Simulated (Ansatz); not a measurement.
Program: Ansatz. Geometries: PBE0-D4/def2-TZVP. ΔE: electronic, gas phase. CCSD(T)/CBS is the MP2 limit (def2-TZVPP, def2-QZVPP) plus CCSD(T) − MP2 in def2-TZVPP, frozen cores. This one scheme is used for every species. Functionals use def2-TZVPP. Each species was taken in one conformer, which may not be the lowest.

`N[SiH2]B(F)F` + H₂O → `O[SiH2]B(F)F` + NH₃  (formal hydrolysis of the Si–N bond)

(1) Is it downhill or uphill in electronic energy at CCSD(T)/CBS, and by how much? (An estimate is asked.)

(2) What do these levels give: PBE-D4, r2SCAN-D4, B2PLYP, MP2/def2-SVP, CCSD/def2-SVP, SCS-MP2/def2-QZVPP? (Best estimate.)

Largest T1 diagnostic among the species: 0.013.

Answers

(1) The calculation gave: Downhill: ΔE = -9.5 kcal/mol.

(2) The calculation gave: PBE-D4 -9.3, r2SCAN-D4 -10.4, B2PLYP -10.7, MP2/def2-SVP -9.9, CCSD/def2-SVP -9.8, SCS-MP2/def2-QZVPP -10.2 kcal/mol.

In def2-TZVPP, CCSD(T) changes the Hartree–Fock value by +1.6 kcal/mol (the triples alone add +0.1 kcal/mol) and MP2 by +1.6 kcal/mol. Leaving LDA and LC-ωPBE aside and taking each functional with its dispersion term where it has one, the values, not all of them listed here, spread over 2.0 kcal/mol, from B97M-V to revPBE-D4.
